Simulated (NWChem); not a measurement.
Everything below was run with NWChem. System: BI$_{2}$, charge 0, spin multiplicity 2, displaced from the optimised geometry. The structure started from a generated list of species. Its SCF solution wasn't tested for a lower state. Level: UPBE0/def2-SVP with def2 effective core potentials on I.

Job file:

```
start mol
memory heap 200 mb stack 900 mb global 1100 mb
geometry units angstroms nocenter noautoz
  I      1.944024     0.000000    -0.041970
  B      0.000000     0.000000     0.889762
  I     -1.944024     0.000000    -0.041970
  symmetry group C2v
end
basis spherical
  * library def2-svp
end
ecp
  I library def2-ecp
end
dft
  xc pbe0
  odft
  mult 2
  semidirect memsize 60000000 filesize 0
  iterations 100
  grid xfine
end
task dft gradient
```

Part of the output:

```
             Northwest Computational Chemistry Package (NWChem) 7.3.0
             --------------------------------------------------------

                                NWChem Input Module
                                -------------------

 Scaling coordinates for geometry "geometry" by  1.889725989
 (inverse scale =  0.529177249)

 Turning off AUTOSYM since
 SYMMETRY directive was detected!

                             Geometry "geometry" -> ""
                             -------------------------

 Output coordinates in angstroms (scale by  1.889725989 to convert to a.u.)

  No.       Tag          Charge          X              Y              Z
 ---- ---------------- ---------- -------------- -------------- --------------
    1 I                   53.0000     1.94402400     0.00000000    -0.04197000
    2 B                    5.0000     0.00000000     0.00000000     0.88976200
    3 I                   53.0000    -1.94402400     0.00000000    -0.04197000

 Effective nuclear repulsion energy (a.u.)     512.4140156873

            Nuclear Dipole moment (a.u.)
            ----------------------------
        X                 Y               Z
 ---------------- ---------------- ----------------
     0.0000000000     0.0000000000    -0.0000188973

      Symmetry information
      --------------------

 Group name             C2v
 Group number             16
 Group order               4
 No. of unique centers     2

      Symmetry unique atoms

     1    2


 Summary of "ao basis" -> "" (spherical)
 ------------------------------------------------------------------------------
       Tag                 Description            Shells   Functions and Types
 ---------------- ------------------------------  ------  ---------------------
 *                          def2-svp                  on all atoms

                                 NWChem DFT Module
                                 -----------------

 Summary of "ao basis" -> "ao basis" (spherical)
 ------------------------------------------------------------------------------
       Tag                 Description            Shells   Functions and Types
 ---------------- ------------------------------  ------  ---------------------
 I                          def2-svp                10       26   4s4p2d
 B                          def2-svp                 6       14   3s2p1d

 Summary of "ao basis" -> "ao basis" (spherical)
 ------------------------------------------------------------------------------
       Tag                 Description            Shells   Functions and Types
 ---------------- ------------------------------  ------  ---------------------
 I                          def2-svp                10       26   4s4p2d
 B                          def2-svp                 6       14   3s2p1d

      Symmetry analysis of basis
      --------------------------

        a1         25
        a2          9
        b1         21
        b2         11

            General Information
            -------------------
          SCF calculation type: DFT
          Wavefunction type:  spin polarized.
          No. of atoms     :     3
          No. of electrons :    55
           Alpha electrons :    28
            Beta electrons :    27
          Charge           :     0
          Spin multiplicity:     2
          Use of symmetry is: on ; symmetry adaption is: on
          Maximum number of iterations: 100
          AO basis - number of functions:    66
                     number of shells:    26
[...]
   alpha     11     12     13     14     15     16     17     18     19     20
    beta     11     12     13     14     15     16     17     18     19     20
 overlap   0.998  0.999  0.999  0.998  0.997  0.999  0.999  0.999  0.999  1.000

   alpha     21     22     23     24     25     26     27     28     29     30
    beta     21     22     23     25     24     26     27     28     29     30
 overlap   1.000  0.986  0.999  0.958  0.999  1.000  0.999  0.934  0.998  0.977

   alpha     31     32     33     34     35     36     37     38     39     40
    beta     31     32     33     37     34     35     36     38     39     40
 overlap   0.999  0.994  0.999  0.816  0.997  0.999  0.843  0.999  0.989  0.997

   alpha     41     42     43     44     45     46     47     48     49     50
    beta     41     44     43     42     45     46     47     48     49     50
 overlap   0.985  0.992  0.999  0.999  0.985  1.000  0.998  0.998  0.999  0.997

   alpha     51     52     53     54     55     56     57     58     59     60
    beta     51     52     53     54     56     55     57     58     59     60
 overlap   0.999  1.000  0.999  0.999  0.998  1.000  0.999  0.999  1.000  1.000

   alpha     61     62     63     64     65     66
    beta     61     62     63     64     65     66
 overlap   1.000  1.000  1.000  1.000  1.000  1.000

     --------------------------
     Expectation value of S2:
     --------------------------
      <S2> =      0.7557 (Exact =     0.7500)

 center of mass
 --------------
 x =   0.00000000 y =   0.00000000 z =  -0.00611107

 moments of inertia (a.u.)
 ------------------
          32.711331341990           0.000000000000           0.000000000000
           0.000000000000        3457.974168723005           0.000000000000
           0.000000000000           0.000000000000        3425.262837381015

     Multipole analysis of the density
     ---------------------------------

     L   x y z        total         alpha         beta         nuclear
     -   - - -        -----         -----         ----         -------
     0   0 0 0     -0.000000    -28.000000    -27.000000     55.000000

     1   1 0 0      0.000000      0.000000      0.000000      0.000000
     1   0 1 0     -0.000000     -0.000000     -0.000000      0.000000
     1   0 0 1     -0.243369     -3.377837     -1.306975      4.441442

     2   2 0 0    -41.220456   -360.437441   -355.576562    674.793546
     2   1 1 0      0.000000      0.000000      0.000000      0.000000
     2   1 0 1     -0.000000     -0.000000      0.000000      0.000000
     2   0 2 0    -44.052286    -22.624984    -21.427302      0.000000
     2   0 1 1     -0.000000     -0.000000     -0.000000      0.000000
     2   0 0 2    -45.460272    -34.060518    -25.849910     14.450155

            General Information
            -------------------
          SCF calculation type: DFT
          Wavefunction type:  spin polarized.
          No. of atoms     :     3
          No. of electrons :    55
           Alpha electrons :    28
            Beta electrons :    27
          Charge           :     0
          Spin multiplicity:     2
          Use of symmetry is: on ; symmetry adaption is: on
          Maximum number of iterations: 100
          AO basis - number of functions:    66
                     number of shells:    26
          Convergence on energy requested:  1.00D-06
          Convergence on density requested:  1.00D-05
          Convergence on gradient requested:  5.00D-04

              XC Information
              --------------
                         PBE0 Method XC Functional
                     Hartree-Fock (Exact) Exchange  0.250
          PerdewBurkeErnzerhof Exchange Functional  0.750
            Perdew 1991 LDA Correlation Functional  1.000 local
           PerdewBurkeErnz. Correlation Functional  1.000 non-local

             Grid Information
             ----------------
          Grid used for XC integration:  xfine
          Radial quadrature: Mura-Knowles
          Angular quadrature: Lebedev.
          Tag              B.-S. Rad. Rad. Pts. Rad. Cut. Ang. Pts.
          ---              ---------- --------- --------- ---------
          I                   1.40      205          12.0      1454
          B                   0.85      100           9.0      1454
          Grid pruning is: on
          Number of quadrature shells:   305
          Spatial weights used:  Erf1

          Convergence Information
          -----------------------
          Convergence aids based upon iterative change in
          total energy or number of iterations.
          Levelshifting, if invoked, occurs when the
          HOMO/LUMO gap drops below (HL_TOL):  1.00D-02
          DIIS, if invoked, will attempt to extrapolate
          using up to (NFOCK): 10 stored Fock matrices.

                    Damping( 0%)  Levelshifting(0.5)       DIIS
                  --------------- ------------------- ---------------
          dE  on:    start            ASAP                start
          dE off:    2 iters        100 iters           100 iters

      Screening Tolerance Information
      -------------------------------
          Density screening/tol_rho:  1.00D-10
          AO Gaussian exp screening on grid/accAOfunc:  14
          CD Gaussian exp screening on grid/accCDfunc:  20
          XC Gaussian exp screening on grid/accXCfunc:  20
          Schwarz screening/accCoul:  1.00D-08

                            NWChem DFT Gradient Module
                            --------------------------

  charge          =   0.00
  wavefunction    = open shell

  Using symmetry

                         DFT ENERGY GRADIENTS

    atom               coordinates                        gradient
                 x          y          z           x          y          z
   1 I       3.673673   0.000000  -0.079312    0.015692   0.000000  -0.006164
   2 B       0.000000   0.000000   1.681406    0.000000   0.000000   0.012329
   3 I      -3.673673   0.000000  -0.079312   -0.015692   0.000000  -0.006164

                 ----------------------------------------
                 |  Time  |  1-e(secs)   |  2-e(secs)   |
                 ----------------------------------------
                 |  CPU   |       0.01   |       0.83   |
                 ----------------------------------------
                 |  WALL  |       0.01   |       0.83   |
                 ----------------------------------------

 Task  times  cpu:        3.9s     wall:        3.9s

 Total times  cpu:        3.9s     wall:        3.9s
```
